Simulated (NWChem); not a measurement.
System: C₂H₅BO₃; SMILES C1OB(CO)O1

The following NWChem deck was run.

```
start job
memory heap 200 mb stack 900 mb global 1100 mb
geometry units angstroms noautosym nocenter noautoz
  O      0.411436    -2.313762    -0.161378
  C     -0.647179    -1.414404     0.069392
  B     -0.231466     0.090753    -0.002428
  O     -0.962021     1.267114    -0.015391
  C      0.314673     1.883160    -0.031340
  O      1.032453     0.658126    -0.018155
  H      1.186969    -1.990147     0.308142
  H     -1.157846    -1.599397     1.040857
  H     -1.424965    -1.604514    -0.691047
  H      0.502621     2.490727     0.869528
  H      0.492812     2.465256    -0.950661
end
basis spherical
  O library 6-31g*
  C library 6-31g*
  B library 6-31g*
  H library 6-31g*
end
dft
  xc hfexch
  iterations 150
  mulliken
end
task dft energy
esp
  recalculate
  probe 0.07
  range 0.3
  factor 1.0
  spacing 0.02
end
task esp
```

NWChem printed, in part:

```
             Northwest Computational Chemistry Package (NWChem) 7.3.0
             --------------------------------------------------------

                             Geometry "geometry" -> ""
                             -------------------------

 Output coordinates in angstroms (scale by  1.889725989 to convert to a.u.)

  No.       Tag          Charge          X              Y              Z
 ---- ---------------- ---------- -------------- -------------- --------------
    1 O                    8.0000     0.41143600    -2.31376200    -0.16137800
    2 C                    6.0000    -0.64717900    -1.41440400     0.06939200
    3 B                    5.0000    -0.23146600     0.09075300    -0.00242800
    4 O                    8.0000    -0.96202100     1.26711400    -0.01539100
    5 C                    6.0000     0.31467300     1.88316000    -0.03134000
    6 O                    8.0000     1.03245300     0.65812600    -0.01815500
    7 H                    1.0000     1.18696900    -1.99014700     0.30814200
    8 H                    1.0000    -1.15784600    -1.59939700     1.04085700
    9 H                    1.0000    -1.42496500    -1.60451400    -0.69104700
   10 H                    1.0000     0.50262100     2.49072700     0.86952800
   11 H                    1.0000     0.49281200     2.46525600    -0.95066100

 Effective nuclear repulsion energy (a.u.)     228.6886054460

  xc_inp: hfexch multiplicative factor not found.

                                 NWChem DFT Module
                                 -----------------

 Summary of "ao basis" -> "ao basis" (spherical)
 ------------------------------------------------------------------------------
       Tag                 Description            Shells   Functions and Types
 ---------------- ------------------------------  ------  ---------------------
 O                           6-31g*                  6       14   3s2p1d
 C                           6-31g*                  6       14   3s2p1d
 B                           6-31g*                  6       14   3s2p1d
 H                           6-31g*                  2        2   2s

            General Information
            -------------------
          SCF calculation type: DFT
          Wavefunction type:  closed shell.
          No. of atoms     :    11
          No. of electrons :    46
           Alpha electrons :    23
            Beta electrons :    23
          Charge           :     0
          Spin multiplicity:     1
          Use of symmetry is: off; symmetry adaption is: off
          Maximum number of iterations: 150
          AO basis - number of functions:    94
                     number of shells:    46
          Convergence on energy requested:  1.00D-06
          Convergence on density requested:  1.00D-05
          Convergence on gradient requested:  5.00D-04

              XC Information
              --------------
                     Hartree-Fock (Exact) Exchange  1.000

      Superposition of Atomic Density Guess
      -------------------------------------

 Sum of atomic energies:        -326.60081618

      Non-variational initial energy
      ------------------------------

 Total energy =    -329.695724
 1-e energy   =    -899.705093
 2-e energy   =     341.320763
 HOMO         =      -0.339850
 LUMO         =       0.095559

     ---------------------------------------------
      Total Density - Mulliken Population Analysis
     ---------------------------------------------

    Atom       Charge   Shell Charges
 -----------   ------   -------------------------------------------------------
    1 O    8     8.87   2.00  0.93  3.06  0.92  1.94  0.02
    2 C    6     6.20   2.00  0.69  1.86  0.61  1.00  0.05
    3 B    5     4.11   2.00  0.56  1.03  0.29  0.10  0.12
    4 O    8     8.76   2.00  0.94  3.07  0.91  1.82  0.02
    5 C    6     5.59   2.00  0.68  1.58  0.55  0.70  0.08
    6 O    8     8.76   2.00  0.94  3.08  0.91  1.82  0.02
    7 H    1     0.47   0.36  0.10
    8 H    1     0.80   0.47  0.33
    9 H    1     0.79   0.47  0.32
   10 H    1     0.83   0.49  0.34
   11 H    1     0.83   0.49  0.34

   convergence    iter        energy       DeltaE   RMS-Dens  Diis-err
 ---------------- ----- ----------------- --------- --------- ---------
 d= 0,ls=0.0,diis     1   -327.8367346399 -5.57D+02  7.44D-03  1.07D+00
 d= 0,ls=0.0,diis     2   -327.9333270463 -9.66D-02  2.74D-03  3.10D-01
 d= 0,ls=0.0,diis     3   -327.9621605528 -2.88D-02  7.91D-04  7.62D-03
 d= 0,ls=0.0,diis     4   -327.9633584127 -1.20D-03  1.74D-04  2.68D-04
 d= 0,ls=0.0,diis     5   -327.9634038501 -4.54D-05  5.60D-05  1.79D-05
  Resetting Diis
 d= 0,ls=0.0,diis     6   -327.9634076938 -3.84D-06  1.57D-05  1.44D-06
 d= 0,ls=0.0,diis     7   -327.9634079918 -2.98D-07  4.02D-06  1.93D-07

         Total DFT energy =     -327.963407991818
      One electron energy =     -903.094230880753
           Coulomb energy =      387.360239752703
    Exchange-Corr. energy =      -40.918022309748
 Nuclear repulsion energy =      228.688605445980

 Numeric. integr. density =        0.000000000000

                       DFT Final Molecular Orbital Analysis
                       ------------------------------------

 Vector   21  Occ=2.000000D+00  E=-4.967729D-01
              MO Center=  2.1D-01,  1.1D-01, -8.8D-03, r^2= 4.5D+00
   Bfn.  Coefficient  Atom+Function         Bfn.  Coefficient  Atom+Function
  ----- ------------  ---------------      ----- ------------  ---------------
    75     -0.283308   6 O  pz                5      0.274429   1 O  pz
    61      0.227358   5 C  pz               79     -0.224146   6 O  pz
     9      0.214492   1 O  pz               91      0.171634  10 H  s
    92      0.163537  10 H  s                18     -0.156710   2 C  py
    47     -0.144056   4 O  pz               33     -0.135376   3 B  pz

 Vector   22  Occ=2.000000D+00  E=-4.762477D-01
              MO Center= -1.4D-01, -1.4D-01, -1.4D-01, r^2= 4.5D+00
   Bfn.  Coefficient  Atom+Function         Bfn.  Coefficient  Atom+Function
  ----- ------------  ---------------      ----- ------------  ---------------
    47      0.242329   4 O  pz               75      0.196206   6 O  pz
    61     -0.193382   5 C  pz               18     -0.192120   2 C  py
    51      0.193065   4 O  pz                5      0.187341   1 O  pz
     4      0.179556   1 O  py               19     -0.171382   2 C  pz
     9      0.157364   1 O  pz               79      0.157100   6 O  pz

 Vector   23  Occ=2.000000D+00  E=-4.379683D-01
              MO Center= -8.8D-02, -1.7D+00,  7.2D-02, r^2= 2.2D+00
   Bfn.  Coefficient  Atom+Function         Bfn.  Coefficient  Atom+Function
  ----- ------------  ---------------      ----- ------------  ---------------
     5      0.365627   1 O  pz                4     -0.313071   1 O  py
     9      0.308287   1 O  pz                8     -0.268848   1 O  py
    18      0.200457   2 C  py               32     -0.195781   3 B  py
    88     -0.194958   8 H  s                87     -0.182374   8 H  s
    19     -0.166710   2 C  pz                3     -0.133817   1 O  px

 Vector   24  Occ=0.000000D+00  E= 1.844377D-01
              MO Center= -2.8D-01, -6.3D-02, -2.0D-03, r^2= 2.9D+00
   Bfn.  Coefficient  Atom+Function         Bfn.  Coefficient  Atom+Function
  ----- ------------  ---------------      ----- ------------  ---------------
    37      0.787272   3 B  pz               88     -0.467707   8 H  s
    90      0.408336   9 H  s                33      0.395517   3 B  pz
    94     -0.299058  11 H  s                92      0.291584  10 H  s
    65     -0.283718   5 C  pz               79     -0.258511   6 O  pz
    51     -0.253602   4 O  pz               75     -0.198996   6 O  pz

 Vector   25  Occ=0.000000D+00  E= 2.137492D-01
              MO Center=  5.0D-01, -7.9D-01,  1.8D-01, r^2= 4.6D+00
   Bfn.  Coefficient  Atom+Function         Bfn.  Coefficient  Atom+Function
  ----- ------------  ---------------      ----- ------------  ---------------
    86     -0.871498   7 H  s                 6      0.836829   1 O  s
    76      0.704595   6 O  s                34     -0.512480   3 B  s
    63     -0.418756   5 C  px               88     -0.408244   8 H  s
    20      0.403136   2 C  s                21     -0.392276   2 C  px
    35     -0.373879   3 B  px               90     -0.317209   9 H  s

 Vector   26  Occ=0.000000D+00  E= 2.435798D-01
              MO Center=  4.9D-02,  1.5D+00,  8.2D-02, r^2= 5.7D+00
   Bfn.  Coefficient  Atom+Function         Bfn.  Coefficient  Atom+Function
  ----- ------------  ---------------      ----- ------------  ---------------
    62      1.728671   5 C  s                92     -1.188290  10 H  s
    94     -1.132442  11 H  s                34     -0.944692   3 B  s
    20      0.871006   2 C  s                48      0.613419   4 O  s
    64      0.577068   5 C  py               88     -0.578902   8 H  s
    90     -0.521454   9 H  s                36     -0.447006   3 B  py

     ---------------------------------------------
      Total Density - Mulliken Population Analysis
     ---------------------------------------------

    Atom       Charge   Shell Charges
 -----------   ------   -------------------------------------------------------
    1 O    8     8.77   2.00  0.89  2.89  1.00  1.97  0.03
    2 C    6     6.22   2.00  0.64  2.00  0.62  0.90  0.07
    3 B    5     4.17   2.00  0.54  1.30  0.13  0.05  0.16
    4 O    8     8.63   2.00  0.89  2.89  0.97  1.85  0.03
    5 C    6     5.73   2.00  0.67  1.88  0.49  0.59  0.11
    6 O    8     8.64   2.00  0.89  2.89  0.97  1.86  0.03
    7 H    1     0.54   0.46  0.08
    8 H    1     0.84   0.52  0.32
    9 H    1     0.82   0.52  0.29
   10 H    1     0.82   0.54  0.28
   11 H    1     0.82   0.54  0.28

     -------------------------------------------
      Total Density - Lowdin Population Analysis
     -------------------------------------------

    Atom       Charge   Shell Charges
 -----------   ------   -------------------------------------------------------
    1 O    8     8.45   1.99  0.85  2.77  0.70  2.08  0.05
    2 C    6     6.14   1.99  0.51  1.81  0.41  1.28  0.13
    3 B    5     4.95   1.98  0.42  1.21  0.29  0.69  0.36
    4 O    8     8.22   1.99  0.83  2.76  0.65  1.94  0.05
    5 C    6     5.87   1.99  0.52  1.70  0.40  1.05  0.21
    6 O    8     8.22   1.99  0.83  2.76  0.65  1.95  0.05
    7 H    1     0.67   0.45  0.22
    8 H    1     0.87   0.50  0.37
    9 H    1     0.85   0.50  0.35
   10 H    1     0.87   0.51  0.36
   11 H    1     0.87   0.51  0.36

     Multipole analysis of the density
     ---------------------------------

     L   x y z        total         alpha         beta         nuclear
     -   - - -        -----         -----         ----         -------
     0   0 0 0     -0.000000    -23.000000    -23.000000     46.000000

     1   1 0 0      0.095208     -0.237905     -0.237905      0.571017
     1   0 1 0      0.811996      0.481540      0.481540     -0.151084
     1   0 0 1      0.382082      0.915185      0.915185     -1.448288

     2   2 0 0    -27.051818    -59.836089    -59.836089     92.620360
     2   1 1 0      2.191625     -1.142712     -1.142712      4.477048
     2   1 0 1      0.936642      1.851438      1.851438     -2.766233
     2   0 2 0    -27.184106   -216.846695   -216.846695    406.509284
     2   0 1 1     -1.700648     -1.643734     -1.643734      1.586820
     2   0 0 2    -24.498905    -18.612027    -18.612027     12.725148

                     NWChem Electrostatic Potential Fit Module
                     -----------------------------------------

 Atom parameters

 Number of atoms is                                   11
 Number of basis functions is                         94

 Grid parameters

 Maximum number of grid points is                  41485
 Number of grid points is                          41484
 Grid range                                     0.300000 nm
 Grid spacing                                   0.020000 nm
 Probe radius                                   0.070000 nm
 Atom radius factor                             1.000000

 Atomic radii

    1    0.100000
    5    0.158000
    6    0.147000
    8    0.136000
 FASTESP  F
  using M.O. file = ./job.movecs

    Atom              Coordinates                           Charge

                                                  ESP

    1 O     0.041144   -0.231376   -0.016138   -0.689835
    2 C    -0.064718   -0.141440    0.006939    0.259605
    3 B    -0.023147    0.009075   -0.000243    0.690197
    4 O    -0.096202    0.126711   -0.001539   -0.667034
    5 C     0.031467    0.188316   -0.003134    0.715279
    6 O     0.103245    0.065813   -0.001816   -0.651133
    7 H     0.118697   -0.199015    0.030814    0.410647
    8 H    -0.115785   -0.159940    0.104086   -0.035000
    9 H    -0.142497   -0.160451   -0.069105    0.021699
   10 H     0.050262    0.249073    0.086953   -0.029969
   11 H     0.049281    0.246526   -0.095066   -0.024457
                                            ------------
                                               -0.000000

 Dipole moment                                  0.907895

 Quadrupole moment Qxx                         -2.020902
                   Qyy                         -2.548652
                   Qzz                          4.569554

 RMS deviation kJ/mol                           0.053950

 RRMS %                                        21.553616
```

Level: Hartree-Fock/6-31G* (spherical d). Structure relaxed at the PBE0/def2-SVP level.
